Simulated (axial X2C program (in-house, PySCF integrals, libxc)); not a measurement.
# TiBr⁺: from the spin-free to the two-component result

All values were computed with an axial X2C code built on PySCF integrals. Spin-free means the one-electron spin-free X2C Hamiltonian; two-component (2c) means X2C with spin–orbit coupling and atomic mean-field two-electron Coulomb and Gaunt terms, so the difference of the two also holds small scalar two-electron terms. Basis: Br dyall-cv3z [8s9p6d4f1g], Ti dyall-cv3z [10s10p6d4f2g] (cores contracted in-house); Gaussian nuclei, density fitting, unrestricted open shells. Masses: Br 78.918 u, Ti 47.948 u.

Spin-free state: M_S = 1, Λ = 2 (beyond evenly filled blocks: σα, δ+α); fragments Br + Ti+.

```csv
level,Re (Å),ωe (cm⁻¹),De (eV),μ (D)
PBE0,2.277,372.2,3.699,8.98
HF,2.387,341.6,2.069,11.82
MP2,2.340,347.2,3.410,n/a
CCSD,2.332,352.3,3.312,n/a
BHandHLYP,2.316,360.3,3.310,10.12
```

Correlated methods: 10 electrons correlated (number of frozen shells: Br 3 s, 2 p, 1 d; Ti 3 s, 2 p), 296 virtual spin orbitals or spinors in MP2, 90 natural virtuals in coupled cluster.

Dipoles are positive if Ti is the positive end and refer to the centre of mass.

Two-component determinant lowest at the distance of the search:

Ω = 1 (⟨Sz⟩ = -1.00, ⟨Lz⟩ = 2.00 at HF); fragments Br + Ti+.

| level | Re (Å) | ωe (cm⁻¹) | μ (D) |
| --- | --- | --- | --- |
| PBE0 | 2.278 | 371.6 | 8.97 |
| HF | 2.388 | 341.0 | 11.82 |
| MP2 | 2.342 | 346.7 | n/a |
| CCSD | 2.333 | 351.6 | n/a |
| BHandHLYP | 2.317 | 359.6 | 10.11 |

Problem. From the two tables, how do the constants change at the CCSD level (2c against spin-free)?

Solution. At the CCSD level Re increases by 0.001 Å and ωe drops by 0.7 cm⁻¹.

The state is a single determinant with fixed occupations, the lowest that a limited PBE0 search found. De is counted from the lowest determinant-based energies of the atoms at the same level, without counterpoise correction. De is not given where an atomic determinant may have missed its ground term or J level, or where the truncated virtual space spoils (T). Density functionals use the spin component along the axis (collinear). CCSD ran in a truncated set of natural virtual spinors with an MP2 remainder; without triples it tends to underbind. PBE0 can misorder states that lie within some tenths of an eV, so this need not be the ground state of the molecule. The nearest other spin-free determinant of the search, M_S = 1, Λ = 3, lies 0.19 eV up at the distance of the search. The functionals have no current-density term, which raises determinants with orbital currents, atoms included. With several unpaired electrons one determinant need not be a pure state. The outer-core s and p shells of the metal are frozen in the correlated rows, which leaves out core–valence correlation; for alkali and alkaline-earth bonds that tends to lengthen them. With the outer-core shells frozen, correlated bond lengths of heavy atoms tend to come out a few hundredths of an ångström too long.
